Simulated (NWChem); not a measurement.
# Basis-set convergence for AgCl

```xyz
2

Ag     0.0000     0.0000    -0.6112
Cl     0.0000     0.0000     1.6897
```
Charge 0, spin multiplicity 1.

The numbers come from NWChem runs, not from measurements. Structure: optimised with PBE/def2-SVP with def2 effective core potentials on Ag, a minimum by its harmonic frequencies.

Quantity: dipole moment at the level PBE.

Effective core potentials replace the inner electrons of Ag; spin-orbit coupling is left out. The structure started from a generated list of species.

In def2-QZVP the value is 4.97 D. Among def2-SVP, def2-SVPD, def2-TZVP, def2-TZVPD, def2-TZVPP, which is the smallest basis within 0.05 D of it?

def2-TZVP, with 77 functions against 142 and about 30 % of the time. def2-QZVP isn't the basis-set limit itself, and a small set can land close by cancellation.

```json
[
 {"basis": "def2-SVP", "functions": "49", "dipole moment (D)": "4.51"},
 {"basis": "def2-SVPD", "functions": "61", "dipole moment (D)": "5.22"},
 {"basis": "def2-TZVP", "functions": "77", "dipole moment (D)": "4.96"},
 {"basis": "def2-TZVPD", "functions": "86", "dipole moment (D)": "5.13"},
 {"basis": "def2-TZVPP", "functions": "98", "dipole moment (D)": "4.90"},
 {"basis": "def2-QZVP", "functions": "142", "dipole moment (D)": "4.97"}
]
```
